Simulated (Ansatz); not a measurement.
Isolated molecules relaxed with PBE0-D4/def2-TZVP in Ansatz; ΔE leaves out vibrations. CCSD(T)/CBS adds triple-zeta CCSD(T) − MP2 to the extrapolated MP2 energy (def2 sets, frozen cores). This one scheme is used for every species. Functionals use def2-TZVPP. def2 core potentials past Kr. For Sn outer-core shells are correlated without core-valence functions, which leaves a few kJ/mol of doubt a bond.

`C#[C][SnH]([CH3])[Cl]` + H₂ → `C#[C][SnH2][Cl]` + CH₄  (hydrogenolysis of the Sn–C bond)

`C#[C][SnH]([CH3])[Cl]`:

```xyz
10

C    -0.911   -1.695   -2.107
C    -0.262   -0.979   -1.385
Sn    0.835    0.233   -0.103
C    -0.283    0.677    1.643
Cl    1.148    2.251   -1.235
H    -1.483   -2.323   -2.752
H     2.385   -0.427    0.129
H     0.283    1.361    2.275
H    -1.221    1.145    1.347
H    -0.491   -0.242    2.190
```

H₂:

Cartesian coordinates in Å:
```
H -0.201 0.294 -0.112
H 0.201 -0.294 0.112
```

`C#[C][SnH2][Cl]`:

```xyz
7

C     0.103   -1.825    1.150
C     0.061   -0.777    0.556
Sn   -0.004    1.036   -0.442
Cl   -0.624    0.562   -2.633
H     0.139   -2.756    1.670
H    -1.217    2.028    0.207
H     1.541    1.732   -0.509
```

CH₄:

Z-matrix (Å, degrees):
```
C
H 1 1.090
H 1 1.090 2 109.5
H 1 1.090 2 109.5 3 -120.0
H 1 1.090 2 109.5 3 120.0
```

```tsv
level	ΔE (kJ/mol)
LDA (SPW92)	-35.0
BLYP-D4	-29.9
BHLYP-D4	-38.5
CAM-B3LYP-D4	-38.3
ωB97M-V	-32.9
r2SCANh	-34.6
CCSD/def2-SVP	-49.2
CCSD(T)/def2-SVP	-46.1
```

**Question.** What does CCSD(T)/CBS give? (An estimate is asked.)

**Answer.** Ansatz gave: -24.5 kJ/mol. The listed levels differ from it by -10.5, -5.4, -14.0, -13.8, -8.4, -10.1, -24.7, -21.6 kJ/mol.

Largest T1 diagnostic among the species: 0.013.

Leaving LDA and LC-ωPBE aside and taking each functional with its dispersion term where it has one, the values, not all of them listed here, spread over 18.9 kJ/mol, from B97M-V to revPBE-D4. From BLYP to BHLYP (50 % exact exchange), in def2-TZVPP and without D4, ΔE moves by −5.9 kJ/mol. The D4 term adds +8.5 kJ/mol with B3LYP and +4.8 kJ/mol with PBE0; it sums over pairs of atoms, weighted by their polarisabilities, and B3LYP, whose exchange is more repulsive, gets the larger term.

B3LYP here is the variant with VWN-RPA as its local correlation; programs differ in this.
